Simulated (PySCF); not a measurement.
## Static response to an electric field

Compound: [SbF6]- (charge -1).
Structure used (PBE0-D3(BJ)/def2-SVP), in Å, numbered top down from 1:
```
atom  x, y, z in Å
Sb1    0.000    0.000    0.000
F2    -0.018   -0.011    1.922
F3     0.017    0.010   -1.921
F4     1.921    0.006    0.016
F5    -1.921   -0.005   -0.015
F6    -0.005    1.922    0.006
F7     0.005   -1.921   -0.008
```

Level: wB97X-D/def2-SVPD (PySCF), static field, nuclei fixed, core orbitals frozen in the response. The polarisability tensor in these axes (au):

```
x   44.55  0.01 -0.01
y    0.01 44.55 -0.02
z   -0.01 -0.02 44.55
```

Problem. Diagonalise the tensor; give its mean and Δα, where Δα² is half the sum of the squared differences of the eigenvalues.

Solution. Principal values 44.52, 44.55 and 44.58 au; mean 44.55 au = 6.60 Å³ = 7.35 × 10⁻⁴⁰ C²·m²/J; Δα = 0.05 au (0 % of the mean). Point group Oh makes the tensor isotropic, so any spread comes from the grid or from a geometry that is symmetric only within 0.08 Å.

Problem. Form Σ f/ω² (atomic units) for the 10 lowest TDDFT singlets, given as eV and f, and set it beside the mean polarisability, which is this sum over all singlets: 7.19, 0.0000; 7.19, 0.0000; 7.19, 0.0000; 7.69, 0.0000; 7.70, 0.0000; 7.70, 0.0000; 8.04, 0.1232; 8.04, 0.1233; 8.04, 0.1234; 8.54, 0.0000.

Solution. They add up to 4.24 au, 9.5 % of the 44.55 au; the largest single term is 1.41 au, from the state at 8.04 eV. Terms in order: 0.00, 0.00, 0.00, 0.00, 0.00, 0.00, 1.41, 1.41, 1.41, 0.00 au. Higher excitations give the rest. The strengths listed sum to 0.370.

Geometry: PBE0-D3(BJ)/def2-SVP; no solvent, vibrations or thermal averaging. Atoms past krypton carry effective core potentials; spin–orbit coupling is left out. The geometry's basis has no diffuse functions.
